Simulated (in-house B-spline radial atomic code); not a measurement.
Results of a calculation; reference values are marked as such.
# Building a PAW d channel for W, r_c = 1.34 bohr

W, [Xe] 4f14 5d4 6s2, non-relativistic LDA (VWN5) (a model for so heavy an element), spherical and spin-unpolarised, from a B-spline radial code for spherical atoms (atomic units; all potentials screened as in the neutral atom).

Two all-electron partial waves φ1, φ2 are integrated outwards at E1 = ε(5d) = -0.220603 and E2 = E1 + 1.5 hartree; φ1 is the bound orbital and φ2 has unit norm inside r_c = 1.3356 bohr. Smooth partners are polynomials, r^3(a0 + a1 r² + a2 r⁴ + a3 r⁶), matched to φ and three derivatives at r_c, with no condition on the norm. The local potential is -23.1008 + (30.9269) r² + (-17.4934) r⁴ + (3.6772) r⁶ inside 1.0935 bohr and the all-electron one outside.

```
wave     φ(r_c)    φ'(r_c)        a0         a1         a2          a3
   1  0.7548796  0.1810551  1.278783  -0.943433  0.2842691  -0.0323404
   2   1.173154  -1.632522  3.561046  -3.169693   1.036648  -0.1256316
```

Inside r_c the overlaps are <φi φj> = [[0.23651, 0.48159], [0.48159, 1.00000]] and, for the smooth waves, [[0.23367, 0.47912], [0.47912, 1.00238]]. With χj = (Ej − T − V_local) applied to smooth wave j, the program's quadrature gives the matrix B_ij = <smooth i, χj> as [[0.34860, 0.83717], [0.84088, 2.04143]].

(1) Check the match of the first wave, and find the augmentation charges q_ij.

(2) B isn't symmetric. Show that D_ij = B_ij + Ej q_ij is.

Solving (T + V_local + Σ p D p) ψ = E (1 + Σ p q p) ψ in a sphere of 9 bohr, whose wall lifts the free-atom level a little, gives these levels:

| all-electron | one projector | two projectors |
| --- | --- | --- |
| -0.220566 | -0.220566 | -0.220566 |
| 0.111137 | 0.111071 | 0.111136 |
| 0.411645 | 0.411173 | 0.411643 |
| 0.866913 | 0.864900 | 0.866910 |
| 1.466880 | 1.460450 | 1.466880 |

(3) What does the second projector gain?

Results:

(1) At r_c the four terms are 3.04667, -4.00953, 2.15509, -0.43735, which sum to 0.7549, φ1(r_c) to rounding. q_ij is the all-electron overlap less the smooth one: [[0.00284, 0.00247], [0.00247, -0.00238]]. The smooth first wave has a norm of 0.2337 inside r_c against 0.2365, and q11 > 0 puts back the missing charge.

(2) Integrating by parts gives B12 − B21 = (E1 − E2) q12: 0.83717 − (0.84088) = -0.00371, and −1.5 × (0.00247) = -0.00371. So D12 = 0.83717 + (1.279397)(0.00247) = 0.84033 and D21 = 0.84088 + (-0.220603)(0.00247) = 0.84033; D11 = 0.34797, D22 = 2.03839. The projectors, p = (B⁻¹)ᵀ χ, are dual to the smooth waves; det B = 0.0077, small beside B11 B22, as the two smooth waves look alike inside r_c.

(3) With one projector the errors are 0.00, -0.07, -0.47, -2.01, -6.43 millihartree. With two the errors are 0.00, 0.00, 0.00, 0.00, 0.00 millihartree. The scattering is exact at E1 and at E2 = 1.279, and over all levels compared the largest error is under 0.01 millihartree. The lowest eigenvalue of the overlap operator is 1 with one and 0.927 with two projectors. The smooth orbital alone needs a cutoff of 14.2 hartree for 1 millihartree of kinetic energy, against 14.6 for a norm-conserving Troullier-Martins orbital of the same radius.
